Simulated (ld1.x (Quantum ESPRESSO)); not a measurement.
# Transferability test, RRKJ potential for ruthenium

- Element: ruthenium (Ru)
- Generator: ld1.x (Quantum ESPRESSO) 7.5
- Type: norm-conserving RRKJ (Kleinman–Bylander form)
- Functional: PBE
- Relativity: fully relativistic
- Frozen core: [Ar] 3d10 4s2
- Valence charge: 14
- Reference configuration: 4p6 4d7 5s0.75 5p0 (charge +0.25)
- Partial waves: 4p (bound): rc 1.60 bohr; 4d (bound): rc 1.20 bohr; 5s (bound): rc 2.70 bohr
- Local potential: the s channel
- Core correction: none
- rho0: 0.001

Open shells are filled in proportion to 2j + 1 (rel_dist='average').

Energies are relative to the spin-unpolarised reference configuration 4p6 4d7 5s0.75 5p0; without spin polarisation the order of configurations can differ from experiment.

| valence configuration | charge | ΔE all-electron (eV) | error AE − PS (meV) |
| --- | --- | --- | --- |
| 4p6 4d7 5s0 5p0 | +1 | 6.050 | -5.5 |
| 4p6 4d6 5s0 5p0 | +2 | 24.236 | -62 |
| 4p6 4d7.5 5s0.5 5p0 | 0 | -1.561 | -12 |
| 4p6 4d8 5s0 5p0 | 0 | -1.577 | -49 |
| 4p6 4d6 5s1 5p0 | +1 | 8.869 | -65 |

**Question.** What are ΔE and the potential's error for 4p6 4d7 5s1 5p0?

**Answer.** ΔE = -1.243 eV all-electron; the error (AE − PS) is -0.4 meV.

**Question.** What are ΔE and the potential's error for 4p6 4d6 5s1 5p1?

**Answer.** ΔE = 4.406 eV all-electron; the error (AE − PS) is -687 meV.

ld1.x printed “convergence not achieved” for 4 of the counted tests; their residual had stalled under 1e-8, short of the target of 1e-14.
